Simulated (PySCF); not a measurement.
NbF6, SMILES [F][Nb-]([F])([F])([F])([F])[F], charge -1, multiplicity 1.

The structure is a stationary point at PBE-D3(BJ)/def2-SVPD. The multiplicity is an assumed one; no other spin state was optimised. The isomer is the one that the SMILES or the coordinates give; other isomers of the formula were not compared. The def2 effective core potentials stand for the cores of Nb; spin–orbit coupling is left out.

Estimates of the vertical detachment energy (IE) of the anion in eV. Rows of orbital energies are one-electron estimates, which approximate functionals can put far too low.

```tsv
level	IE
−ε(HOMO), −ε(LUMO), B3LYP/def2-SVPD (PySCF)	6.26
−ε(HOMO), −ε(LUMO), PBE/def2-SVPD (PySCF)	…
```

Task: Some entries are withheld; supply them. (An estimate is asked for; the answer gives what the named calculation found.)

Result: 
- −ε(HOMO), −ε(LUMO), PBE/def2-SVPD (PySCF), IE: 4.49
